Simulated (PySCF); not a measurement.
WO₂F, SMILES [O]=[W](=[O])[F] (connectivity only; charge and spin as stated), neutral, multiplicity 2. Atoms are numbered in the order given.

```xyz
4

W      0.0204     0.0927     0.0000
O      0.9279    -0.2869    -1.3968
O      0.9279    -0.2869     1.3968
F     -1.8170    -0.2520     0.0000
```
Charge 0, spin multiplicity 2.

Geometry optimised at r2SCAN-D4/def2-TZVP. The spin state was assumed, not searched. The isomer is the one that the SMILES or the coordinates give; other isomers of the formula were not compared. The def2 effective core potentials stand for the cores of W; spin–orbit coupling is left out.

Level of theory: B3LYP/def2-TZVPD in PySCF.

Mulliken values depend strongly on the basis, most of all with diffuse functions as here. ESP charges are fitted to the potential on shells at 1.4 to 2.0 van der Waals radii. Atomic charges (e):

| atom | ESP fit | Mulliken | Mulliken spin |
|---|---|---|---|
| W1 | (withheld) | 1.55 | 1.09 |
| O2 | (withheld) | -0.53 | -0.04 |
| O3 | (withheld) | -0.53 | -0.04 |
| F4 | (withheld) | -0.48 | -0.01 |

Fill in the missing entries. (An estimate is asked for; the answer gives what the named calculation found.)


- W1, ESP fit: 1.10
- O2, ESP fit: -0.42
- O3, ESP fit: -0.42
- F4, ESP fit: -0.25
